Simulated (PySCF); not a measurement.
C2H9AlOSi (SMILES [CH3][Al]([CH3])[O][SiH3]), singlet, at a GFN2-xTB geometry (such geometries of metal compounds can be far from the true shape); MP2/6-31G (PySCF).

Here is a job for PySCF.
```python
from pyscf import gto, scf, mp

mol = gto.M(
    atom='''
Al    0.164182    0.803069    0.529355
C     1.719929    1.911976   -0.042751
H     2.653789    1.343703    0.007146
H     1.852685    2.808578    0.565673
H     1.616324    2.235768   -1.082929
C    -1.100345    1.113640    2.039929
H    -1.092930    0.274954    2.742768
H    -2.131097    1.202428    1.683529
H    -0.874444    2.017105    2.609319
O    -0.122035   -0.585963   -0.386096
Si   -0.393204   -1.924513   -1.270148
H    -1.599104   -2.564109   -0.740573
H     0.781901   -2.785423   -1.120705
H    -0.577864   -1.495704   -2.658076
''',
    basis='6-31g',
    charge=0,
    spin=0,
    verbose=4,
)

mf = scf.RHF(mol)
mf.kernel()

pt = mp.MP2(mf, frozen=13)
pt.kernel()
print('E(MP2) = %.10f' % pt.e_tot)
mf.analyze()
```

Output, abridged:

```
PySCF version 2.14.0

[INPUT] verbose = 4
[INPUT] num. atoms = 14
[INPUT] num. electrons = 56
[INPUT] charge = 0
[INPUT] spin (= nelec alpha-beta = 2S) = 0
[INPUT] symmetry False subgroup None
[INPUT] Mole.unit = angstrom
[INPUT] Symbol           X                Y                Z      unit          X                Y                Z       unit  Magmom
[...]
nuclear repulsion = 269.122866577301
number of shells = 47
number of NR pGTOs = 194
number of NR cGTOs = 71
basis = 6-31g
ecp = {}

******** <class 'pyscf.scf.hf.RHF'> ********
method = RHF
initial guess = minao
damping factor = 0
level_shift factor = 0
DIIS = <class 'pyscf.scf.diis.CDIIS'>
diis_start_cycle = 1
diis_space = 8
diis_damp = 0
SCF conv_tol = 1e-09
SCF conv_tol_grad = None
SCF max_cycles = 50
direct_scf = True
direct_scf_tol = 1e-13
Set gradient conv threshold to 3.16228e-05
Initial guess from minao.
init E= -686.73864485027
[...]
cycle= 1 E= -686.546933607291  delta_E= 0.192  |g|= 0.618  |ddm|= 2.97
[...]
cycle= 2 E= -686.606802465835  delta_E= -0.0599  |g|= 0.419  |ddm|= 0.811
[...]
cycle= 3 E= -686.641036346828  delta_E= -0.0342  |g|= 0.0477  |ddm|= 0.313
[...]
cycle= 4 E= -686.642042710857  delta_E= -0.00101  |g|= 0.00579  |ddm|= 0.102
[...]
cycle= 5 E= -686.6420600975  delta_E= -1.74e-05  |g|= 0.00178  |ddm|= 0.0137
[...]
cycle= 6 E= -686.642061643012  delta_E= -1.55e-06  |g|= 0.000481  |ddm|= 0.00361
[...]
cycle= 7 E= -686.642061789015  delta_E= -1.46e-07  |g|= 0.000107  |ddm|= 0.00105
[...]
cycle= 8 E= -686.642061798212  delta_E= -9.2e-09  |g|= 1.34e-05  |ddm|= 0.000294
[...]
cycle= 9 E= -686.642061798352  delta_E= -1.4e-10  |g|= 2.93e-06  |ddm|= 3.63e-05
[...]
Extra cycle  E= -686.642061798359  delta_E= -6.59e-12  |g|= 1.32e-06  |ddm|= 5.13e-06
converged SCF energy = -686.642061798359

******** <class 'pyscf.mp.mp2.RMP2'> ********
nocc = 15, nmo = 58
frozen orbitals 13
E(RMP2) = -687.031975289469  E_corr = -0.389913491110019
E(SCS-RMP2) = -687.040091143588  E_corr = -0.398029345229226
E_corr(same-spin) = -0.0806155893493813
E_corr(oppo-spin) = -0.309297901760638
E(MP2) = -687.0319752895
**** SCF Summaries ****
Total Energy =                        -686.642061798358782
Nuclear Repulsion Energy =             269.122866577301181
One-electron Energy =                -1485.449458676351696
Two-electron Energy =                  529.684530300691790
Two-electron Coulomb Energy =          590.148418648428219
DFT Exchange-Correlation Energy =      -60.463888347736429
HOMO-LUMO gap [eV] =                    12.963052936527991
**** MO energy ****
[...]
 ** Mulliken pop on meta-lowdin orthogonal AOs  **
 ** Mulliken pop  **
 ** Mulliken atomic charges  **
charge of    0Al =      1.06217
charge of    1C =     -0.62010
charge of    2H =      0.11134
charge of    3H =      0.10607
charge of    4H =      0.11148
charge of    5C =     -0.62000
charge of    6H =      0.11144
charge of    7H =      0.11144
charge of    8H =      0.10588
charge of    9O =     -0.92139
charge of   10Si =      0.81583
charge of   11H =     -0.12437
charge of   12H =     -0.12494
charge of   13H =     -0.12487
Dipole moment(X, Y, Z, Debye):  0.03883,  0.11287,  0.06353
```
